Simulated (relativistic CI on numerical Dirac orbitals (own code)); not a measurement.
# Hyperfine structure of Mo XXXIV, mass number 97

Computed by Dirac-Coulomb-Breit CI, orbitals from a KLI potential per configuration, model QED (radiative potential, 1s self-energy scaled to tabulated hydrogen-like ionisation energies), unscaled Slater integrals (own radial code, finite nucleus).

CI space (outside the closed core 1s2): 2s2.2p5, 2s.2p6, 2p6.3s, 2p6.3p, 2p6.3d, 2s2.2p4.3s, 2s2.2p4.3p, 2s2.2p4.3d, 2s.2p5.3s, 2s.2p5.3p, 2s.2p5.3d, 2s2.2p4.4s, 2s2.2p4.4p, 2s2.2p4.4d, 2s2.2p4.4f, 2s.2p5.4s. Levels of other configurations are missing.

Nuclear spin I = 5/2, μ = -0.9324 μN, Q = 0.255 b (tables of Stone and Pyykkö). The electronic factors are computed for point nuclear moments, without core polarisation or the Bohr-Weisskopf and QED corrections.

```json
{"Level": "2s2.2p5 2P°_3/2", "E (eV)": "0.00", "A (GHz)": "-48.3", "B (GHz)": "-60.9"}
{"Level": "2s2.2p5 2P°_1/2", "E (eV)": "109.88", "A (GHz)": "-279.1", "B (GHz)": ""}
{"Level": "2s.2p6 2S_1/2", "E (eV)": "330.77", "A (GHz)": "-895.9", "B (GHz)": ""}
{"Level": "2s2.2p4.3s 4P_5/2", "E (eV)": "2459.92", "A (GHz)": "-85.32", "B (GHz)": "17.9"}
{"Level": "2s2.2p4.3s 2P_3/2", "E (eV)": "2465.74", "A (GHz)": "-9.044", "B (GHz)": "6.8"}
{"Level": "2s2.2p4.3s 2S_1/2", "E (eV)": "2487.69", "A (GHz)": "-235.5", "B (GHz)": ""}
{"Level": "2s2.2p4.3p 2P°_1/2", "E (eV)": "2543.20", "A (GHz)": "-75", "B (GHz)": ""}
{"Level": "2s2.2p4.3p 4D°_7/2", "E (eV)": "2550.23", "A (GHz)": "-32.29", "B (GHz)": "32.2"}
```

Levels with J = 0, under 50 % of one LS term, or S terms without an open s electron are left out. Small factors come from cancelling terms and can be off by tens of per cent or more.

At this charge energies of transitions that change n are usually good to better than 1 %, and those within a shell (Δn = 0) to a few per cent.

Give the hyperfine levels of 2s2.2p5 2P°_1/2 relative to its centre of gravity.

With K = F(F + 1) − I(I + 1) − J(J + 1), E = AK/2: F = 2: 488.4, F = 3: -348.8 GHz.

LS names give the leading component of a level, which can be under half, so a name can repeat, a term be missing and a line seem to break the LS rules.
